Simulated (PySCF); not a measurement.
PySCF input for 1-bromo-1,2,2-trichloroethene (C2BrCl3), SMILES ClC(Cl)=C(Cl)Br, TDDFT-PBE0/def2-SVPD. Geometry: B3LYP-D3(BJ)/def2-SVP.

```python
import numpy as np
from pyscf import gto, scf, dft, tdscf

mol = gto.M(
    atom='''
    Cl    2.02221401   -0.97201474    0.00000000
    C     0.29637295   -1.00251421    0.00000000
    Cl   -0.41317575   -2.57874762    0.00000000
    C    -0.45664287    0.11890749    0.00000000
    Cl   -2.18087800    0.06226464    0.00000000
    Br    0.30522557    1.84588862    0.00000000
    ''',
    basis='def2-SVPD',
    charge=0,
    spin=0,
    symmetry=True,
    max_memory=1600,
    verbose=4,
)
mf = dft.RKS(mol, xc='pbe0').density_fit(auxbasis='def2-universal-jkfit')
mf.grids.level = 3
mf.conv_tol = 1e-9
mf.max_cycle = 100
mf.kernel()
mf.grids = dft.Grids(mol).set(level=1).build(with_non0tab=True)  # coarser grid for the response kernel
td = tdscf.TDDFT(mf)
td.singlet = True
td.nstates = 10
td.conv_tol = 1e-4
td.positive_eig_threshold = 1e-6
td.kernel(x0=td.get_init_guess(mf, 15))
td.analyze()
tt = tdscf.TDA(mf)
tt.singlet = False
tt.nstates = 4
tt.conv_tol = 1e-4
tt.positive_eig_threshold = 1e-6
tt.kernel(x0=tt.get_init_guess(mf, 9))
tt.analyze(verbose=3)
```

Output:

```
PySCF version 2.14.0

[INPUT] verbose = 4
[INPUT] num. atoms = 6
[INPUT] num. electrons = 98
[INPUT] charge = 0
[INPUT] spin (= nelec alpha-beta = 2S) = 0
[INPUT] symmetry True subgroup None
[INPUT] Mole.unit = angstrom
[INPUT] Symbol           X                Y                Z      unit          X                Y                Z       unit  Magmom
[INPUT]  1 Cl     2.022214010000  -0.972014740000   0.000000000000 AA    3.821430644158  -1.836841647640   0.000000000000 Bohr   0.0
[INPUT]  2 C      0.296372950000  -1.002514210000   0.000000000000 AA    0.560063706229  -1.894477292885   0.000000000000 Bohr   0.0
[INPUT]  3 Cl    -0.413175750000  -2.578747620000   0.000000000000 AA   -0.780789008812  -4.873126746174   0.000000000000 Bohr   0.0
[INPUT]  4 C     -0.456642870000   0.118907490000   0.000000000000 AA   -0.862929961035   0.224702590259   0.000000000000 Bohr   0.0
[INPUT]  5 Cl    -2.180878000000   0.062264640000   0.000000000000 AA   -4.121262131089   0.117663116845   0.000000000000 Bohr   0.0
[INPUT]  6 Br     0.305225570000   1.845888620000   0.000000000000 AA    0.576792733514   3.488223948251   0.000000000000 Bohr   0.0

nuclear repulsion = 670.160750512967
point group symmetry = Cs
symmetry origin: [-2.89243771e-09  2.69960881e-09  0.00000000e+00]
symmetry axis x: [1.00000000e+00 1.51673123e-09 0.00000000e+00]
symmetry axis y: [-1.51673123e-09  1.00000000e+00  0.00000000e+00]
symmetry axis z: [0. 0. 1.]
num. orbitals of irrep A' = 113
num. orbitals of irrep A" = 49
number of shells = 64
number of NR pGTOs = 278
number of NR cGTOs = 162
basis = def2-SVPD
ecp = {}


[settings echo left out]
init E= -4029.08169498358
HOMO (A") = -0.246805622729894  LUMO (A') = -0.0662480814221942  gap/eV = 4.91322
cycle= 1 E= -4029.26720766184  delta_E= -0.186  |g|= 0.41  |ddm|= 5.08
HOMO (A") = -0.31318851823812  LUMO (A") = -0.12313945635438  gap/eV = 5.17150
cycle= 2 E= -4029.16347552745  delta_E= 0.104  |g|= 0.758  |ddm|= 3.75
HOMO (A") = -0.271943927047751  LUMO (A") = -0.0465924765232248  gap/eV = 6.13213
cycle= 3 E= -4029.310956838  delta_E= -0.147  |g|= 0.0544  |ddm|= 2.27
HOMO (A") = -0.2748797243658  LUMO (A") = -0.0493531940683423  gap/eV = 6.13689
cycle= 4 E= -4029.31134242722  delta_E= -0.000386  |g|= 0.0221  |ddm|= 0.103
HOMO (A") = -0.274881162812364  LUMO (A") = -0.0486928787579033  gap/eV = 6.15490
cycle= 5 E= -4029.31140756314  delta_E= -6.51e-05  |g|= 0.0095  |ddm|= 0.0398
HOMO (A") = -0.274856834645386  LUMO (A") = -0.0486581154983221  gap/eV = 6.15518
cycle= 6 E= -4029.31142859476  delta_E= -2.1e-05  |g|= 0.00287  |ddm|= 0.0153
HOMO (A") = -0.274813945655829  LUMO (A") = -0.048640224305331  gap/eV = 6.15450
cycle= 7 E= -4029.31143067925  delta_E= -2.08e-06  |g|= 0.000456  |ddm|= 0.0047
HOMO (A") = -0.274804308380484  LUMO (A") = -0.0486204991467916  gap/eV = 6.15477
cycle= 8 E= -4029.31143074658  delta_E= -6.73e-08  |g|= 0.000105  |ddm|= 0.00114
HOMO (A") = -0.274806558735109  LUMO (A") = -0.0486218820526556  gap/eV = 6.15480
cycle= 9 E= -4029.31143074984  delta_E= -3.25e-09  |g|= 3.12e-05  |ddm|= 0.000277
HOMO (A") = -0.274807322194755  LUMO (A") = -0.0486225633244701  gap/eV = 6.15480
cycle= 10 E= -4029.31143075014  delta_E= -2.99e-10  |g|= 5.45e-06  |ddm|= 7.06e-05
HOMO (A") = -0.274807179409244  LUMO (A") = -0.048622349806235  gap/eV = 6.15480
Extra cycle  E= -4029.31143075015  delta_E= -1.18e-11  |g|= 5.46e-06  |ddm|= 2.31e-05
converged SCF energy = -4029.31143075015
tot grids = 36640
Overwritten attributes  positive_eig_threshold  of <class 'pyscf.tdscf.rks.TDDFT'>


******** <class 'pyscf.tdscf.rks.TDDFT'> for <class 'pyscf.df.df_jk.DFSymAdaptedRKS'> ********
nstates = 10 singlet
deg_eia_thresh = 1.000e-03
wfnsym = None
conv_tol = 0.0001
eigh lindep = 1e-12
eigh level_shift = 0
eigh max_cycle = 100


Excitation energies (eV)
[4.72637637 5.41682525 5.69626878 5.72806751 5.95123181 5.97361775
 6.61248714 6.76051728 6.89412756 6.93546406]

** Singlet excitation energies and oscillator strengths **
Excited State   1:   A"      4.72638 eV    262.32 nm  f=0.0000
      49 -> 51        0.69415
      49 -> 52        0.10932
Excited State   2:   A"      5.41683 eV    228.89 nm  f=0.0000
      49 -> 51       -0.10698
      49 -> 52        0.68683
Excited State   3:   A"      5.69627 eV    217.66 nm  f=0.0000
      49 -> 53        0.69485
Excited State   4:   A'      5.72807 eV    216.45 nm  f=0.3429
      49 -> 50       -0.69315
Excited State   5:   A"      5.95123 eV    208.33 nm  f=0.0000
      48 -> 50       -0.70611
Excited State   6:   A'      5.97362 eV    207.55 nm  f=0.0092
      46 -> 51        0.11494
      48 -> 51       -0.68854
Excited State   7:   A"      6.61249 eV    187.50 nm  f=0.0004
      47 -> 51        0.68837
Excited State   8:   A'      6.76052 eV    183.39 nm  f=0.0217
      46 -> 51        0.10914
      47 -> 50       -0.31284
      48 -> 52        0.60567
Excited State   9:   A'      6.89413 eV    179.84 nm  f=0.0485
      44 -> 51       -0.14674
      46 -> 51       -0.18896
      47 -> 50       -0.58575
      48 -> 52       -0.27556
Excited State  10:   A"      6.93546 eV    178.77 nm  f=0.0002
      46 -> 50        0.70465

** Transition electric dipole moments (AU) **
state          X           Y           Z        Dip. S.      Osc.
  1        -0.0000     -0.0000     -0.0037      0.0000      0.0000
  2         0.0000      0.0000      0.0103      0.0001      0.0000
  3         0.0000      0.0000     -0.0155      0.0002      0.0000
  4         0.7305     -1.3820     -0.0000      2.4436      0.3429
  5         0.0000     -0.0000     -0.0009      0.0000      0.0000
  6        -0.2294      0.1004      0.0000      0.0627      0.0092
  7         0.0000     -0.0000      0.0470      0.0022      0.0004
  8         0.2058     -0.2977     -0.0000      0.1310      0.0217
  9         0.4985      0.1970     -0.0000      0.2873      0.0485
 10        -0.0000      0.0000     -0.0353      0.0012      0.0002

** Transition velocity dipole moments (imaginary part, AU) **
state          X           Y           Z        Dip. S.      Osc.
  1         0.0000      0.0000     -0.0065      0.0000      0.0002
  2        -0.0000     -0.0000      0.0087      0.0001      0.0003
  3        -0.0000      0.0000     -0.0105      0.0001      0.0004
  4         0.1508     -0.2850      0.0000      0.1040      0.3293
  5         0.0000     -0.0000     -0.0005      0.0000      0.0000
  6        -0.0542      0.0238      0.0000      0.0035      0.0106
  7         0.0000      0.0000      0.0158      0.0002      0.0007
  8         0.0501     -0.0751     -0.0000      0.0082      0.0219
  9         0.1249      0.0501     -0.0000      0.0181      0.0476
 10        -0.0000     -0.0000     -0.0103      0.0001      0.0003

** Transition magnetic dipole moments (imaginary part, AU) **
state          X           Y           Z
  1        -0.0726      0.0120      0.0000
  2         0.0552     -0.0530      0.0000
  3         0.0001      0.0015      0.0000
  4        -0.0000     -0.0000     -0.2265
  5        -0.2263      0.4750      0.0000
  6         0.0000     -0.0000      0.6975
  7         0.4589     -0.1986     -0.0000
  8         0.0000      0.0000      0.3093
  9        -0.0000      0.0000     -0.1364
 10         0.2610     -0.0526      0.0000
Overwritten attributes  positive_eig_threshold  of <class 'pyscf.tdscf.rks.TDA'>


******** <class 'pyscf.tdscf.rks.TDA'> for <class 'pyscf.df.df_jk.DFSymAdaptedRKS'> ********
nstates = 4 triplet
deg_eia_thresh = 1.000e-03
wfnsym = None
conv_tol = 0.0001
eigh lindep = 1e-12
eigh level_shift = 0
eigh max_cycle = 100


Excitation energies (eV)
[3.48775697 4.27506939 4.94019616 5.21285447]

** Triplet excitation energies and oscillator strengths **
Excited State   1:   A'      3.48776 eV    355.48 nm  f=0.0000
Excited State   2:   A"      4.27507 eV    290.02 nm  f=0.0000
Excited State   3:   A"      4.94020 eV    250.97 nm  f=0.0000
Excited State   4:   A"      5.21285 eV    237.84 nm  f=0.0000
```

The run converged.

Cost: about 6 core-minutes (a rough figure).
